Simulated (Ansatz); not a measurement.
Ansatz (an electronic-structure program) input:
A basis named .json is the Basis Set Exchange file of that set.

Ansatz 0.2 input:
```yaml
crystal:
  periodic: [false, false, false]
  atoms:
    - {symbol: C, position_ang: [1.11772377, -1.07518816, 0.00034107]}
    - {symbol: B, position_ang: [0.03322931, 0.06193364, -0.02269871]}
    - {symbol: C, position_ang: [-1.46533482, -0.20332134, 0.39471770]}
    - {symbol: O, position_ang: [0.44573415, 1.30095565, -0.42675836]}
    - {symbol: H, position_ang: [0.74291053, -2.00380581, -0.43912621]}
    - {symbol: H, position_ang: [2.04143544, -0.79257791, -0.50609033]}
    - {symbol: H, position_ang: [1.36858818, -1.31852845, 1.03946299]}
    - {symbol: H, position_ang: [-1.52808407, -0.79355662, 1.31291055]}
    - {symbol: H, position_ang: [-2.06396658, 0.70165983, 0.53180532]}
    - {symbol: H, position_ang: [-1.95604802, -0.80473182, -0.37906991]}
    - {symbol: H, position_ang: [-0.25118902, 1.96528424, -0.40268466]}
basis:
  gaussian:
    orbitals: cc-pVQZ
    fitting: {mean_field: def2-universal-jkfit, correlation: cc-pVQZ-RIFIT.json}
magnetization: {spin_polarized: false}
correlation: {method: mp2, electrons: outside_noble_gas}
```

Task: Which total energy does the run end on?

Result: -180.26143 Eh (RI-MP2/cc-pVQZ). The basis has 430 functions.
